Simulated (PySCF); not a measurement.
[PtF6]2- (charge -2 and singlet state).
Cartesian coordinates in Å at the PBE0-D3(BJ)/def2-SVP level; atoms count from 1:
```
atom  x, y, z in Å
Pt1    0.000    0.000    0.000
F2    -0.019   -0.010    1.951
F3     0.019    0.010   -1.951
F4     1.951    0.006    0.019
F5    -1.951   -0.006   -0.019
F6    -0.005    1.951    0.010
F7     0.005   -1.951   -0.010
```

Theory: PBE0-D3(BJ)/def2-SVP geometry optimisation, gas phase, def2 core potentials past Kr (PySCF).

Question: Which atoms are bound to Pt1, and at what distances?

Answer: 6 atoms: F7 1.951 Å, F5 1.951 Å, F6 1.951 Å, F2 1.951 Å, F4 1.951 Å, F3 1.951 Å.

Question: List the angles at Pt1.

Answer: 
| angle | degrees | distance of the outer atoms (Å) |
| --- | --- | --- |
| F2–Pt1–F3 | 180.0 | 3.90 |
| F6–Pt1–F7 | 180.0 | 3.90 |
| F4–Pt1–F5 | 180.0 | 3.90 |
| F4–Pt1–F7 | 90.0 | 2.76 |
| F5–Pt1–F6 | 90.0 | 2.76 |
| F2–Pt1–F4 | 90.0 | 2.76 |
| F3–Pt1–F5 | 90.0 | 2.76 |
| F3–Pt1–F7 | 90.0 | 2.76 |
| F2–Pt1–F7 | 90.0 | 2.76 |
| F3–Pt1–F6 | 90.0 | 2.76 |
| F2–Pt1–F6 | 90.0 | 2.76 |
| F2–Pt1–F5 | 90.0 | 2.76 |
| F3–Pt1–F4 | 90.0 | 2.76 |
| F5–Pt1–F7 | 90.0 | 2.76 |
| F4–Pt1–F6 | 90.0 | 2.76 |

Question: What is the shape at Pt1?

Answer: Octahedral: the three widest angles are 180.0°, 180.0° and 180.0°, the others run from 90.0° to 90.0°.

Question: What are the rotational constants (commonest isotopes, rigid rotor)?

Answer: A = 1748, B = 1747, C = 1747 MHz: a spherical top.

Point group: Oh (every atom within 0.08 Å of its image). Charge -2, singlet. Whether so highly charged an anion holds all its electrons in the gas phase wasn't checked; a finite basis holds them in any case. The ion is multiply charged and computed without counter-ions or solvent. The geometry's basis has no diffuse functions, a weakness for an anion. No frequency check.
